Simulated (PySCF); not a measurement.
Calculated NMR data

[PySCF 2.14.0 with density-fitted response routines: shieldings: GIAO PBE0/pcSseg-1; GFN2-xTB structure; fast rotation and ring inversion assumed for equivalent nuclei; non-relativistic; single conformer; gas phase]

Chemical shifts δ = σref − σ; 1H (31.72 ppm), 13C (186.93 ppm) against TMS, all at this level. Splittings of carbon signals by F and P are missing where no couplings were computed. Where no couplings were computed, multiplicities follow the n + 1 count of equivalent neighbours, and m marks all less simple cases (inequivalent or close neighbours, rings, F or P nearby). Acid and N–H amide carbonyl carbons lie up to 10 ppm further downfield in solution (hydrogen bonding). Shifts are as computed. Against solution values, carbons near 30 ppm lie about +3 ppm off and those near 130 ppm about +5 ppm. Of 1211 compounds with measured shifts, 218 miss one by over three times the rms of a fit or turn the order of signals round; such compounds aren't used in these exercises. OH and NH positions are gas-phase values without hydrogen bonding to other molecules.

Compound 1 (C$_{5}$H$_{6}$F$_{3}$NO$_{2}$). 1H NMR (400 MHz, computed): δ 7.50 (m, 1H), 5.53 (d, 1H), 4.66 (br, 1H), 3.03 (d, 3H). 13C{1H} NMR (computed): δ 165.1 (C), 157.7 (CH), 130.2 (C), 113.6 (CH), 29.5 (CH3). Structure: SMILES FC(O/C=C/C(NC)=O)(F)F.

Compound 2 (C$_{5}$H$_{9}$OPSi$_{2}$). 1H NMR (400 MHz, computed): δ 5.81 (m, 1H), 4.36 (m, 1H), 4.10 (m, 1H), 3.96 (s, 3H), 1.43 (s, 1H), 0.82 (m, 2H). 13C{1H} NMR (computed): δ 103.6 (C), 80.0 (C), 74.8 (CH), 74.1 (C), 56.3 (CH3). Structure: `InChI=1S/C5H9OPSi2/c1-3-4-5-8-9(7)6-2/h1,9H,7-8H2,2H3/t9-/m0/s1`.

Compound 3 (C$_{4}$H$_{4}$F$_{2}$O$_{2}$). 1H NMR (400 MHz, computed): δ 6.48 (m, 1H), 4.39 (m, 1H), 3.84 (m, 1H), 3.42 (m, 1H). 13C{1H} NMR (computed): δ 169.4 (C), 119.7 (CH), 70.0 (CH), 41.0 (CH2). Structure: SMILES O=C1C[C@H](C(F)F)O1.
